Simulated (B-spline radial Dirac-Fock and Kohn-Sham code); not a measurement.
Kohn-Sham estimates against Dirac-Fock for the levels of Au⁸⁺

System: Au⁸⁺, [Xe] 4f14 5d3.

The density-functional columns are spherical, spin-unpolarised Dirac-Kohn-Sham results without Breit or QED terms: −ε is minus the orbital energy of the initial state and ΔSCF the difference of two total energies. The reference in the last column comes from ΔSCF Dirac-Fock with Breit, self-energy and vacuum polarisation, finite nucleus, configuration average. All numbers are from a radial finite-basis atomic code, in eV; a selection of levels is shown. The Kohn-Sham columns are given as differences from the reference. For the 1s level of heavy atoms much of the gap between ΔSCF and the reference is the Breit and QED part, -435.3 eV here; for other levels the error of the functional can be larger.

```csv
level,LDA −ε − DF,LDA ΔSCF − DF,Dirac-Fock
1s,-188.9,+424.0,80865.1
2s,-173.1,-55.8,14507.2
2p1/2,-120.0,+30.5,13879.8
2p3/2,-138.7,-11.9,12065.1
3s,-96.4,-58.9,3578.1
3p1/2,-77.2,-37.1,3299.1
3p3/2,-76.8,-40.5,2894.1
3d3/2,-54.2,-11.2,2436.8
3d5/2,-55.8,-14.2,2351.3
4s,-55.1,-35.8,911.1
4p1/2,-46.7,-27.4,791.7
4p3/2,-46.4,-28.1,694.0
4d3/2,-33.3,-15.2,498.4
4d5/2,-33.3,-15.4,480.2
4f5/2,-15.4,+1.9,227.7
4f7/2,-15.6,+1.6,224.0
5s,-16.8,-5.3,250.0
5p1/2,-10.8,+0.2,206.5
5p3/2,-10.8,-0.5,187.9
5d,-7.5,+1.5,128.3
```

Values without a named source are computed, but for edge energies of neutral atoms, which are taken from tables.
